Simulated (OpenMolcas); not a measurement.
# N I: thermal populations, Slater's ratio, worked from levels

```json
{
 "Program": "OpenMolcas 26.06",
 "Basis": "ANO-RCC [8s7p4d3f2g]",
 "Scalar Hamiltonian": "DKH2, point nucleus",
 "Active space": "5 electrons in 9 orbitals (RAS2 2s 2p; RAS3 3d, at most 2 electrons)",
 "State averaging": "2S+1 = 4 odd, 1 root; 2S+1 = 2 odd, 8 roots; 2S+1 = 4 even, 3 roots; 2S+1 = 2 even, 5 roots (0 in the spin-orbit step)",
 "Spin-orbit coupling": "RASSI with atomic mean-field integrals over the reference wave functions, term energies averaged over their components"
}
```

Methods: RASSCF; SS-RASPT2, IPEA 0.25 Eh, imaginary shift 0.1 Eh (closed shells correlated: 1s). Measured levels: NIST Handbook of Basic Atomic Spectroscopic Data.

**Thermal populations.** Z = Σ (2J + 1) exp(-E/kT) with k = 0.695035 cm-1/K, over the levels below. No other level of either list lies under 83200 cm-1, which is above 7 kT at each temperature.

```json
{"Level": "2s2 2p3 4S* 3/2", "2J + 1": "4", "SS-RASPT2": "0.0", "measured": "0.0"}
{"Level": "2s2 2p3 2D* 3/2", "2J + 1": "4", "SS-RASPT2": "19330", "measured": "19233"}
{"Level": "2s2 2p3 2D* 5/2", "2J + 1": "6", "SS-RASPT2": "19340", "measured": "19224"}
{"Level": "2s2 2p3 2P* 3/2", "2J + 1": "4", "SS-RASPT2": "29160", "measured": "28839"}
{"Level": "2s2 2p3 2P* 1/2", "2J + 1": "2", "SS-RASPT2": "29170", "measured": "28839"}
```

```tsv
T (K)	Z, SS-RASPT2	Z, measured levels	Ground level (%), SS-RASPT2	Ground level (%), measured levels
8000	4.340	4.348	92.2	92.0
12000	5.166	5.186	77.4	77.1
```

At 12000 K, kT = 8340 cm-1, and the computed levels give Z = 4.000 + 0.394 + 0.590 + 0.121 + 0.061 = 5.166.

**Slater's ratio.** With one set of orbitals, p3 has 2D* - 4S* = 9 F2 and 2P* - 2D* = 6 F2 (F2 = F²/25), a ratio of 2/3. Term energies are centres of gravity, weighted by 2J + 1.

| Source | 2D* - 4S* | 2P* - 4S* | F2 from the first | Ratio |
| --- | --- | --- | --- | --- |
| RASSCF | 22548 | 33462 | 2505 | 0.484 |
| SS-RASPT2 | 19335 | 29164 | 2148 | 0.508 |
| measured | 19228 | 28839 | 2136 | 0.500 |

Energies in cm-1. A ratio away from 2/3 shows effects beyond one configuration with one set of orbitals, and in heavier atoms second-order spin-orbit shifts.

Term energies are means over components that CASPT2 splits; among the terms shown or strongly mixed into the levels shown the widest spread is 11 cm-1 (2s2 2p3 2D*, SS-RASPT2). Active for correlation alone: 3d; no level in the range computed is led by a configuration that fills it, so any true level of that kind is missing. Without dynamic correlation excited terms often stand tens of per cent too high (terms of higher spin than the ground term too low), and those without a measured partner can miss by more than the paired ones (holds for RASSCF). Measured partners are found by configuration, term and J. A level has none where our copy of the source lacks it or the pairing is in doubt (some pairs that miss far off the trend of their configuration count as doubtful), and it then counts in no deviation. Only configurations of the active space appear.

* marks odd parity.
